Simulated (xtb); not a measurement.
Si(CCH)(Cl)2(Me) (C3H4Cl2Si), SMILES C#C[Si](C)(Cl)Cl. All values are semi-empirical tight-binding results from xtb (GFN2-xTB unless named), good for trends rather than for accurate numbers. Coordinates come from a GFN2-xTB optimisation.

Computed properties:
- point group as xtb finds it: Cs
- orbital gap: 5.28 eV
- dipole moment: 2.14 D
- zero-point energy: 36.8 kcal/mol
- G − E(el) at 298.15 K (modified RRHO): 15.0 kcal/mol
- static polarisability (D4 model): 87.3 bohr³
- solvation energy, GFN2-xTB/ALPB(water): -2.8 kcal/mol
- solvation energy, GFN2-xTB/ALPB(dmso): -7.6 kcal/mol
